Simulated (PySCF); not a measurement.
# Dipole moment and polarisability of `CSc1ccccc1`

Species: C7H8S.
Atom-mapped SMILES: `[CH3:1][S:2][c:3]1[cH:4][cH:5][cH:6][cH:7][cH:8]1` (hydrogens: H9, H10, H11 on C1; H12 on C4; H13 on C5; H14 on C6; H15 on C7; H16 on C8)

Geometry (GFN2-xTB, Å), atoms numbered from 1 in this order:
```
atom  x, y, z in Å
C1     2.9368    0.1137    0.3006
S2     1.8588   -1.1622   -0.4107
C3     0.2285   -0.5029   -0.2248
C4    -0.8114   -1.2927   -0.7100
C5    -2.1171   -0.8581   -0.6100
C6    -2.4018    0.3665   -0.0250
C7    -1.3680    1.1490    0.4563
C8    -0.0539    0.7225    0.3607
H9     2.7076    0.2519    1.3535
H10    2.8292    1.0420   -0.2532
H11    3.9485   -0.2650    0.1917
H12   -0.5780   -2.2446   -1.1628
H13   -2.9167   -1.4765   -0.9898
H14   -3.4230    0.7077    0.0539
H15   -1.5794    2.1052    0.9124
H16    0.7324    1.3525    0.7455
```

Level: B3LYP/def2-SVPD (PySCF), static field, nuclei fixed, core orbitals frozen in the response. The polarisability tensor in these axes (au):

```
x   141.80  -6.25   3.63
y    -6.25  97.40  16.01
z     3.63  16.01  72.32
```

**Question.** What are the eigenvalues, a third of the trace, and Δα (Δα² = ½Σ(αi − αj)² over the three pairs)?

**Answer.** Principal values 64.06, 104.77 and 142.70 au; mean 103.84 au = 15.39 Å³ = 17.12 × 10⁻⁴⁰ C²·m²/J; Δα = 68.11 au (66 % of the mean).

**Question.** What is the dipole moment, and where does it point?

**Answer.** (0.35, 1.17, 0.60) D, 1.36 D in size, pointing from the negative to the positive side. Measured along this direction, the outermost atoms are H12 at the negative end and H15 at the positive end.

**Question.** What depolarisation ratio follows for Rayleigh scattering of linearly polarised light, taking the static tensor?

**Answer.** ρ = 3Δα²/(45ᾱ² + 4Δα²) = 13917.1/(485246 + 18556.2) = 0.0276.

**Question.** Sum over states: ᾱ = Σ f/ω², ω in Eh. What share falls to these 8 lowest TDDFT singlets (eV, f)? 4.59, 0.0144; 5.03, 0.2407; 5.10, 0.0010; 5.53, 0.0054; 5.87, 0.0118; 6.10, 0.0561; 6.40, 0.0016; 6.51, 0.1866.

**Answer.** They add up to 12.36 au, 11.9 % of the 103.84 au; the largest single term is 7.03 au, from the state at 5.03 eV. Terms in order: 0.51, 7.03, 0.03, 0.13, 0.25, 1.12, 0.03, 3.26 au. Higher excitations give the rest. The strengths listed sum to 0.518.

**Question.** Find the Langevin capture rate constant for NO+ (29.998 u) meeting this molecule (124.035 u), k = 2.342 × 10⁻⁹ cm³/s × √(α in Å³ / reduced mass in u).

**Answer.** The reduced mass is 24.16 u, so k = 1.87 × 10⁻⁹ cm³/s. The formula leaves out the permanent dipole, which adds to the capture rate.

**Question.** Molar refractivity from α?

**Answer.** Lorentz–Lorenz: R = (4π/3)N_A α = 2.5225 cm³/(mol·Å³) × 15.39 Å³ = 38.8 cm³/mol, in the limit of long wavelengths.

Geometry: GFN2-xTB, one conformer, isolated molecule.

The run behind these numbers computed excited states as well. On an Arm Neoverse V2 with one thread (shared host), this took 35 s wall.
